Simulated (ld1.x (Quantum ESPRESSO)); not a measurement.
# Ti (Z = 22): ultrasoft pseudisation with LDA (PZ), scalar-relativistic reference atom.

titanium, ultrasoft, made with ld1.x (Quantum ESPRESSO) 7.5 (LDA (PZ), scalar-relativistic). Core [Ne] 3s2, reference 3p6 3d2 4s1.5 4p0 (charge +0.5). Waves: 4s (bound): rcut 2.50, rcutus 2.92 bohr; 4s channel at 2.7 Ry: rcut 2.50, rcutus 2.92 bohr; 3p (bound): rcut 1.96, rcutus 2.44 bohr; 4p (bound, empty): rcut 1.96, rcutus 2.44 bohr; 3d (bound): rcut 2.76, rcutus 3.08 bohr; 3d channel at -0.25 Ry: rcut 2.76, rcutus 3.08 bohr. Local part: all-electron potential smoothed inside 2.82 bohr (lloc = -1). Core correction: Bessel-smoothed model core inside 1.10 bohr. Augmentation charge: PSQ, radius 1.66 bohr.

Task: Estimate the cutoffs (Ry, on a coarse ladder) from which the occupation-weighted sum of valence levels, in a spherical-Bessel basis at the reference potential, stays within 10 and 1 mRy of its value at 400 Ry.

Result: 15 Ry and 21 Ry.

Task: Does the potential have ghost states?

Result: No extra level below or beside the all-electron valence levels (s, p, d, f tested).

Task: Is the overlap operator S = 1 + Σ q|β⟩⟨β| positive definite (Bessel basis up to 400 Ry)?

Result: Yes: its lowest eigenvalue is 0.20 (d channel).

Task: Which valence shell sets the plane-wave cutoff?

Result: 3p: its level needs 15 Ry to come within 1 mRy, against 10 Ry for 3d.

Its largest configuration-test error is -40 meV (3p6 3d2 4s0 4p0). Test run stopped at test 4 of 9 (negative rho).
